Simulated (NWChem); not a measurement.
# Total energies of AgF

```xyz
2

Ag     0.0000     0.0000    -0.3172
F      0.0000     0.0000     1.6566
```
Charge 0, spin multiplicity 1.

Program: NWChem. The geometry was optimised at PBE0/def2-SVP with def2 effective core potentials on Ag, a minimum by its harmonic frequencies.

Basis set: def2-QZVP (129 functions).

```
method  total energy (Ha)  relative cost
------  -----------------  -------------
RHF            -245.59799              1
MP2            -246.29786        under 3
B2PLYP         -246.67035        under 3
PBE            -246.79446        under 3
B3LYP          -246.92870        under 3
M06-2X         -246.76617        under 3
```

Total energies of different functionals aren't comparable as a measure of quality: only differences taken within one method are. Relative cost: rough, from shared machines, SCF included, RHF = 1.

Effective core potentials replace the inner electrons of Ag; spin-orbit coupling is left out. The correlated methods keep 5 core orbitals frozen. B3LYP has NWChem's definition, with VWN1-RPA local correlation. The structure started from a generated list of species.
